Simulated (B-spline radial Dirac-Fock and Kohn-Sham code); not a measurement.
# Radiative decay of the M3 hole in Os³⁺

System: Os³⁺, configuration [Xe] 4f14 5d5.

Input file task.json (cfg lists n, l and occupation; rrms is the nuclear radius in fm):

```json
{"items": [{
  "Z": 76,
  "q": 3,
  "cfg": [[1, 0, 2], [2, 0, 2], [2, 1, 6], [3, 0, 2], [3, 1, 6], [3, 2, 10], [4, 0, 2], [4, 1, 6], [4, 2, 10], [4, 3, 14], [5, 0, 2], [5, 1, 6], [5, 2, 5]],
  "A": 192,
  "rrms": 5.4126,
  "do": ["binding", "quiet", "decay"],
  "holes": ["K", "L1", "L2", "L3", "M1", "M2", "M3", "M4", "M5", "N1", "N2", "N3", "N4", "N5", "N6", "N7"]
}]}
```

Run with: `python xray_run.py task.json out`

These are calculated numbers from a B-spline atomic structure program; the model is one-electron (LDA, Dirac) transition rates at Dirac-Fock energies.

```tsv
line	multipole	energy (eV)	rate (s⁻¹)	share (%)
M3-M4	E1	430.7	1.66e+11	0.283
M3-M5	E1	501.7	2.46e+12	4.20
M3-N1	E1	1799.7	9.43e+12	16.1
M3-N2	E2	1909.4	2.29e+10	0.0390
M3-N3	E2	1988.0	1.93e+10	0.0329
M3-N4	E1	2168.1	4.75e+12	8.09
Mγ	E1	2182.6	3.72e+13	63.4
M3-O1	E1	2371.1	1.86e+12	3.17
M3-N6	E2	2412.3	5.10e+10	0.0869
M3-N7	E2	2415.0	3.00e+11	0.512
M3-O4	E1	2466.2	2.68e+11	0.457
M3-O5	E1	2467.4	2.11e+12	3.59
```

The listed lines hold 100.0 % of the radiative rate. The radiative width is 0.0386 eV in the length form and 0.0382 eV in the velocity form; the two differ because the transition energies are not eigenvalue differences of the potential that gave the orbitals.
